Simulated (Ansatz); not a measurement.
Steps of a relaxation of CHF5Si (`F[SiH](F)C(F)(F)F`) with RKS PBE-D4/def2-SVP.

```sh
$ ansatz run in.yaml --threads 4 --pin off --events-out ev --progress --plain --max-ram 10444MiB
```

```yaml
crystal:
  periodic: [false, false, false]
  atoms:
    - {symbol: F, position_ang: [1.244500, -0.603100, 1.642200]}
    - {symbol: Si, position_ang: [0.193300, -0.781200, 0.386300]}
    - {symbol: F, position_ang: [0.888200, -1.779800, -0.657300]}
    - {symbol: C, position_ang: [-0.172000, 0.817500, -0.415500]}
    - {symbol: F, position_ang: [0.837000, 1.464100, -0.917800]}
    - {symbol: F, position_ang: [-0.868200, 1.673800, 0.447400]}
    - {symbol: F, position_ang: [-1.072000, 0.634400, -1.454200]}
    - {symbol: H, position_ang: [-0.958700, -1.482800, 0.913100]}
basis:
  gaussian: {orbitals: def2-SVP}
hamiltonian: {xc: pbe, dispersion: d4}
relax: {f_tol: 0.03, max_steps: 200}
```

Positions (Å) and forces (eV/Å) along the path, 6 of 6 steps:

```xyz
8
step=1 energy=-22486.3910 eV
F     1.244   -0.603    1.642   -0.399    0.262   -0.661
Si    0.193   -0.781    0.386    1.037   -1.736    2.067
F     0.888   -1.780   -0.657    0.412   -0.191   -0.701
C    -0.172    0.818   -0.415   -3.038    2.151   -0.709
F     0.837    1.464   -0.918    1.612    0.837   -0.366
F    -0.868    1.674    0.447    0.839   -0.706   -0.123
F    -1.072    0.634   -1.454    0.354   -0.525    0.287
H    -0.959   -1.483    0.913   -0.817   -0.092    0.206
8
step=2 energy=-22486.6115 eV
F     1.252   -0.559    1.620   -0.369    0.005   -0.380
Si    0.186   -0.813    0.400    0.669   -0.648    1.040
F     0.914   -1.766   -0.678    0.136   -0.171   -0.295
C    -0.186    0.828   -0.426   -1.583    0.646   -0.037
F     0.857    1.475   -0.913    0.678    0.467   -0.239
F    -0.840    1.652    0.476    0.410   -0.341   -0.412
F    -1.070    0.606   -1.459    0.263    0.051    0.272
H    -1.022   -1.481    0.923   -0.205   -0.011    0.050
8
step=3 energy=-22486.6647 eV
F     1.243   -0.569    1.644    0.002   -0.034   -0.105
Si    0.219   -0.849    0.417   -0.084    0.140   -0.080
F     0.931   -1.811   -0.681    0.018    0.080    0.099
C    -0.202    0.841   -0.431   -0.369    0.276   -0.103
F     0.845    1.522   -0.936    0.089   -0.124    0.060
F    -0.828    1.659    0.469    0.144   -0.254   -0.146
F    -1.083    0.625   -1.457    0.187   -0.036    0.252
H    -1.032   -1.475    0.919    0.014   -0.047    0.023
8
step=4 energy=-22486.6667 eV
F     1.254   -0.578    1.611   -0.065    0.094    0.104
Si    0.192   -0.835    0.413    0.361   -0.026   -0.034
F     0.949   -1.790   -0.658   -0.092   -0.029   -0.120
C    -0.214    0.847   -0.434    0.038   -0.245    0.125
F     0.857    1.498   -0.925    0.059    0.050   -0.037
F    -0.827    1.656    0.466   -0.073    0.160    0.036
F    -1.082    0.626   -1.453   -0.090    0.071   -0.133
H    -1.036   -1.482    0.923   -0.137   -0.075    0.059
8
step=5 energy=-22486.6747 eV
F     1.247   -0.561    1.624   -0.017    0.012    0.006
Si    0.203   -0.842    0.415    0.041    0.005   -0.026
F     0.938   -1.791   -0.676   -0.028    0.014    0.004
C    -0.213    0.842   -0.431   -0.065   -0.028    0.021
F     0.859    1.494   -0.923    0.042   -0.007   -0.004
F    -0.826    1.661    0.465    0.002    0.003   -0.023
F    -1.082    0.631   -1.457    0.012    0.024    0.013
H    -1.033   -1.491    0.928    0.013   -0.022    0.010
8
step=6 energy=-22486.6757 eV
F     1.244   -0.554    1.623   -0.002    0.006    0.004
Si    0.201   -0.842    0.415   -0.009   -0.014    0.010
F     0.935   -1.786   -0.681   -0.004    0.000   -0.007
C    -0.217    0.841   -0.430   -0.017    0.015   -0.006
F     0.866    1.484   -0.919    0.003   -0.017    0.009
F    -0.827    1.666    0.461    0.003    0.005   -0.004
F    -1.082    0.638   -1.459    0.003    0.007   -0.004
H    -1.027   -1.504    0.934    0.023   -0.003   -0.002
```

It took 6.5 s on 4 threads of an Arm Neoverse V2 on a shared host, with 0.15 GiB of host memory at the peak.
